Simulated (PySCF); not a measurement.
Isomers of C7H12OSSi, from PySCF 2.14.0, PBE0-D3(BJ)/def2-SVP geometry optimisation, gas phase. One conformer each, no zero-point energy, no frequencies.

Question: Which is lower in electronic energy at this level?
A. `[CH3:1][CH:2]([CH3:3])[SiH2:4][O:5][c:6]1[cH:7][cH:8][cH:9][s:10]1` with C1–C2–Si4–O5 -178°, C2–Si4–O5–C6 -178°, Si4–O5–C6–C7 -2°: A = 2801, B = 435.3, C = 389.1 MHz, dipole 1.68 D
B. `[CH3:1][Si:2]([CH3:3])([CH3:4])[O:5][c:6]1[cH:7][cH:8][s:9][cH:10]1` with Si2–O5–C6–C7 -5°: A = 2228, B = 501.3, C = 471.6 MHz, dipole 2.05 D

Answer: B. That is `C[Si](C)(C)Oc1ccsc1`, 24.5 kcal/mol below the other.

| SMILES | mapped SMILES | E (Eh) | relative (kcal/mol) | relative (kJ/mol) | dipole (D) |
| --- | --- | --- | --- | --- | --- |
| C[Si](C)(C)Oc1ccsc1 | [CH3:1][Si:2]([CH3:3])([CH3:4])[O:5][c:6]1[cH:7][cH:8][s:9][cH:10]1 | -1035.81984 | 0.0 | 0.0 | 2.05 |
| CC(C)[SiH2]Oc1cccs1 | [CH3:1][CH:2]([CH3:3])[SiH2:4][O:5][c:6]1[cH:7][cH:8][cH:9][s:10]1 | -1035.78077 | 24.5 | 102.6 | 1.68 |
